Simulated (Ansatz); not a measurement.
Cartesian coordinates in Å:
```
C -2.588 -0.946 0.089
C -1.845 -0.117 -0.363
O -1.068 0.775 -0.855
Al 0.629 1.045 -0.648
C 1.610 -0.152 0.511
H -3.256 -1.673 0.482
H 1.131 2.287 -1.475
H 1.492 -1.189 0.181
H 1.218 -0.106 1.532
H 2.677 0.077 0.546
```

Charge 0, multiplicity 1.

Question: List the ωB97M-V/def2-TZVPP orbital energies in eV (Ansatz 0.2.0). (Estimate.)

Answer: The calculation gave: Occupied: -1532.55, -527.15, -282.75, -281.05, -280.64, -117.16, -76.83, -76.68, -76.60, -32.48, -23.15, -22.12, -18.81, -16.44, -15.03, -14.64, -13.90, -13.80, -12.95, -10.88, -9.28, -9.22. Lowest empty: 0.43, 1.44, 2.05, 3.61, 3.78, 4.05, 4.26, 4.55.
